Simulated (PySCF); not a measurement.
Si(OSiH3)(H)(NHSiH3)2 (H12N2OSi4), SMILES [SiH3]N[SiH](N[SiH3])O[SiH3]. Geometry: B3LYP-D3(BJ)/def2-SVP. Other conformers were not sampled.

Computed equilibrium geometry at B3LYP-D3(BJ)/def2-SVP (PySCF confirms it by a frequency run) as Cartesian coordinates in Å (one conformer of several):
```xyz
19

Si     0.0941     0.0868     1.1890
N      1.6965    -0.3542     0.7076
Si     2.5054     0.2477    -0.7259
N     -0.2919     1.5788     0.4037
Si    -1.6480     1.8411    -0.6760
O     -1.0633    -0.9677     0.6208
Si    -1.1317    -2.2745    -0.4108
H      0.0081     0.0971     2.6697
H      2.2268    -0.9907     1.2975
H      3.7536    -0.5517    -0.8935
H      1.6529     0.0953    -1.9377
H      2.8844     1.6884    -0.6124
H      0.2681     2.3980     0.6266
H     -1.6186     0.8967    -1.8287
H     -2.9688     1.6970     0.0018
H     -1.5220     3.2370    -1.1867
H     -0.4758    -1.9606    -1.7118
H     -2.5640    -2.6013    -0.6397
H     -0.4483    -3.4516     0.2008
```
